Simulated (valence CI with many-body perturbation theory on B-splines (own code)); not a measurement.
# E1 line list for Sb XIX

Calculated by relativistic CI+MBPT: five valence electrons over a frozen Dirac-Fock core [Ar] 3d10, radial functions for each j: 9 s, 9 p, 8 d, 6 f, 3 g, 1 h, with the one-electron correlation potential Σ1, the two-electron term Σ2, the three-electron term Σ3, Breit, model QED; selected CI, second order for the rest (own B-spline code, finite nucleus).

No measured levels were compared; by estimate levels hold to about 250 cm⁻¹ or 0.2 % of their energy and the worst to 1 %, as in measured heavy ions of charge 2 to 7; those with d or f electrons hold less well. Among the levels kept, up to 300 cm⁻¹ of a level comes from second order outside the variational space, and about a tenth of that is noise between levels of different J, which matters for small intervals.

Lines 1 to 50 of 167 in falling wavelength, among levels below 1039100 cm⁻¹, chosen from the strongest by gf and those to the six lowest levels. Wavelengths and rates use the calculated energies, so an error of 1000 cm⁻¹ moves a line at 44.53 nm by 0.45 % and its rate by three times that or more. Electric multipoles are in the length gauge, E1 and E2 with the static RPA response of the core. Weak lines are less certain than strong ones. Lines between different terms over intervals too small for the method are left out, as are lines whose strength nearly cancels. The highest levels of a list are the least certain.

Names give the largest LS component (configuration and term), which can be under half, so a name can repeat, a term be missing and a line seem to break the LS rules; names also repeat where a configuration has a term twice. Letters in brackets count levels of one name in rising energy.

```
λ vac (nm)              Upper                  Lower   A (s⁻¹)  log gf  Branch %
     44.53        4p5 2P°_3/2  4s2 4p2 4d 2P_3/2 [a]  1.03e+08   -1.91       0.3
     44.45      4s 4p4 4P_5/2        4s2 4p3 2P°_3/2  7.73e+06   -2.86       0.1
     42.97  4s 4p3 4d 6D°_5/2      4s2 4p2 4d 4P_3/2  9.05e+07   -1.82       2.5
     41.37  4s 4p3 4d 6D°_7/2      4s2 4p2 4d 4P_5/2  1.72e+08   -1.45       9.3
     39.12        4p5 2P°_3/2      4s 4p4 2P_1/2 [b]  8.51e+07   -2.11       0.2
     37.59        4p5 2P°_3/2      4s2 4p2 4d 4D_3/2  9.73e+07   -2.08       0.3
     36.55      4s 4p4 4P_3/2        4s2 4p3 2P°_3/2  2.13e+08   -1.77       1.3
     35.86      4s 4p4 4P_1/2        4s2 4p3 2P°_3/2  8.93e+07   -2.46       0.6
     35.64  4s 4p3 4d 6D°_7/2      4s2 4p2 4d 4D_5/2  5.44e+07   -2.08       2.9
     33.40  4s 4p3 4d 6D°_9/2      4s2 4p2 4d 4F_9/2  4.57e+08   -1.12      38.5
     32.85  4s 4p3 4d 6D°_5/2  4s2 4p2 4d 2F_7/2 [a]  7.28e+07   -2.15       2.0
     32.79  4s 4p3 4d 6D°_1/2      4s2 4p2 4d 4D_3/2  2.57e+08   -2.08      10.3
     32.56  4s 4p3 4d 6D°_3/2      4s2 4p2 4d 4D_3/2  3.85e+08   -1.61       7.5
     32.55  4s 4p3 4d 6D°_5/2      4s2 4p2 4d 4D_3/2  1.34e+08   -1.90       3.7
     32.22  4s 4p3 4d 6D°_5/2      4s2 4p2 4d 4F_7/2  7.29e+07   -2.17       2.0
     31.94  4s 4p3 4d 6D°_7/2      4s2 4p2 4d 4F_7/2  5.14e+08   -1.20      27.6
     31.50  4s 4p3 4d 6D°_9/2  4s2 4p2 4d 2F_7/2 [a]  3.54e+08   -1.28      29.9
     31.37  4s 4p3 4d 6D°_1/2      4s2 4p2 4d 4D_1/2  5.20e+08   -1.81      21.0
     30.99  4s 4p3 4d 6D°_3/2      4s2 4p2 4d 2F_5/2  1.89e+08   -1.96       3.7
     30.99  4s 4p3 4d 6D°_5/2      4s2 4p2 4d 2F_5/2  4.16e+08   -1.44      11.6
     30.91  4s 4p3 4d 6D°_9/2      4s2 4p2 4d 4F_7/2  3.60e+08   -1.29      30.3
     30.73  4s 4p3 4d 6D°_7/2      4s2 4p2 4d 2F_5/2  9.09e+07   -1.99       4.9
     30.41      4s 4p4 4P_5/2        4s2 4p3 2D°_5/2  8.64e+08   -1.14      12.1
     30.22      4s 4p4 2D_3/2        4s2 4p3 2P°_3/2  1.71e+06   -4.03       0.0
     29.45        4p5 2P°_3/2      4s2 4p2 4d 4F_3/2  2.46e+09   -0.89       6.8
     28.77      4s 4p4 4P_3/2        4s2 4p3 2P°_1/2  2.72e+07   -2.87       0.2
     28.53      4s 4p4 4P_5/2        4s2 4p3 2D°_3/2  2.03e+09   -0.83      28.4
     28.34      4s 4p4 4P_1/2        4s2 4p3 2P°_1/2  2.02e+09   -1.31      12.8
     28.25        4p5 2P°_3/2          4s 4p4 2P_3/2  3.30e+09   -0.80       9.1
     28.19      4s 4p4 2D_5/2        4s2 4p3 2P°_3/2  2.59e+09   -0.73      17.5
     27.79        4p5 2P°_3/2      4s 4p4 2P_1/2 [a]  2.81e+09   -0.89       7.7
     27.76  4s 4p3 4d 6D°_5/2      4s2 4p2 4d 4F_5/2  2.14e+08   -1.83       6.0
     27.55  4s 4p3 4d 6D°_7/2      4s2 4p2 4d 4F_5/2  2.16e+08   -1.71      11.6
     26.49      4s 4p4 4P_3/2        4s2 4p3 2D°_5/2  1.34e+09   -1.25       8.0
     26.26  4s 4p3 4d 6D°_5/2      4s2 4p2 4d 4F_3/2  1.14e+08   -2.15       3.2
     25.35  4s 4p4 2P_1/2 [a]        4s2 4p3 2P°_3/2  6.64e+08   -1.89       1.3
     25.06      4s 4p4 4P_3/2        4s2 4p3 2D°_3/2  1.63e+08   -2.21       1.0
     25.02        4p5 2P°_3/2          4s 4p4 2D_5/2  1.25e+10   -0.33      34.3
     24.98      4s 4p4 2P_3/2        4s2 4p3 2P°_3/2  1.96e+09   -1.14       7.8
     24.73      4s 4p4 4P_1/2        4s2 4p3 2D°_3/2  4.20e+08   -2.11       2.6
     24.70      4s 4p4 2D_3/2        4s2 4p3 2P°_1/2  4.09e+08   -1.82       2.1
     24.11  4s2 4p2 4d 4F_3/2        4s2 4p3 2P°_3/2  1.15e+09   -1.40       2.8
     23.62        4p5 2P°_3/2          4s 4p4 2D_3/2  5.92e+09   -0.70      16.3
     23.52      4s 4p4 4P_5/2        4s2 4p3 4S°_3/2  4.26e+09   -0.67      59.5
     23.00      4s 4p4 2D_3/2        4s2 4p3 2D°_5/2  9.37e+08   -1.53       4.8
     22.98  4s2 4p2 4d 4F_5/2        4s2 4p3 2P°_3/2  3.80e+07   -2.74       0.2
     21.91      4s 4p4 2D_3/2        4s2 4p3 2D°_3/2  1.58e+10   -0.34      80.9
     21.81      4s 4p4 2D_5/2        4s2 4p3 2D°_5/2  1.19e+10   -0.29      80.3
     21.35  4s 4p4 2P_1/2 [a]        4s2 4p3 2P°_1/2  1.53e+10   -0.68      30.5
     21.15  4s2 4p2 4d 2F_5/2        4s2 4p3 2P°_3/2  1.54e+07   -3.21       0.6
```

Problem. How does gf follow from A for the line at 35.64 nm?

Solution. gf = 1.4992 × (2J+1)_upper × A / σ², with σ = 280570 cm⁻¹ and 2J+1 = 8: gf = 0.00829.
